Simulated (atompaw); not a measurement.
## What one change does to a pseudopotential (Sc, PAW (atompaw))

* Element: Sc
* Generator: atompaw 4.2.0.5
* Type: PAW
* Functional: LDA (PW92)
* Relativity: scalar-relativistic
* Frozen core: [Ar]
* Valence charge: 3
* Reference configuration: 3d1 4s1 4p1
* Partial waves: 4s (bound): rc 2.35 bohr; 4s channel at 1.8 Ry: rc 2.35 bohr; 4p (bound): rc 3.00 bohr; 4p channel at 0.25 Ry: rc 3.00 bohr; 3d (bound): rc 3.00 bohr; 3d channel at 0.2 Ry: rc 3.00 bohr
* Local potential: troulliermartins scheme with l = 3 at 1 Ry, radius 2.85 bohr
* Core correction: smooth core density matched at 2.85 bohr
* Augmentation charge: besselshape compensation charge, radius 2.40 bohr; PAW radius 3.00 bohr; waves and projectors: custom rrkj gramschmidtortho

Change: functional PBE.

Cutoffs: the cutoffs (Ry, on a coarse ladder) from which the occupation-weighted sum of valence levels, in a spherical-Bessel basis at the reference potential, stays within 10 and 1 mRy of its value at 400 Ry; they do not see the model core or the augmentation charge, which bear on the density cutoff.

What does the change do?

The potential gets softer (18 Ry and 21 Ry → 18 Ry and 18 Ry); both files keep a bound ghost (s); the range in which the p phases agree widens (upper end 0.5 → 3.1).

```tsv
quantity	base	changed
cutoff, loose	18 Ry	18 Ry
cutoff, tight	21 Ry	18 Ry
bound ghosts	s	s
s: phases at 3.01 bohr within 0.05 rad from the reference energy up to (Ry; the scan ends near 5)	3.8	3.9
p: phases at 3.01 bohr within 0.05 rad from the reference energy up to (Ry; the scan ends near 5)	0.5	3.1
d: phases at 3.01 bohr within 0.05 rad from the reference energy up to (Ry; the scan ends near 5)	1.0	1.0
lowest overlap eigenvalue by channel	s 0.01, p 0.65, d 0.22	s 0.01, p 0.66, d 0.21
```

 A true bound ghost makes a file unfit for plane-wave use even where its test errors are small: the radial tests pick states by their node count and pass the ghost by. The cutoffs see the waves, projectors and local potential, not the compensation charge or the core.
